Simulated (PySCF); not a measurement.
**Electron correlation in Sc (scandium, neutral)**

[Ar] 4s2 4p1, 2P determinant (an excited configuration). Computed with PySCF 2.14 in x2c-QZVPPall with one added diffuse shell each of s, p, d, f, g type (12s8p6d4f3g, 121 functions), with the spin-free X2C one-electron Hamiltonian (Gaussian nucleus). Frozen: [Ar]; 3 electrons correlated.

MP2 pair energies summed by pair of shells (mhartree):

```csv
pair,energy,share (%)
4s-4s,-15.98,50.0
4s-4p,-15.98,50.0
```

Total MP2 correlation energy: -31.96 mhartree.

Same-spin part -2.35 and opposite-spin part -29.62 mhartree; SCS-MP2 scales them by 1/3 and 6/5 to -36.32 mhartree.
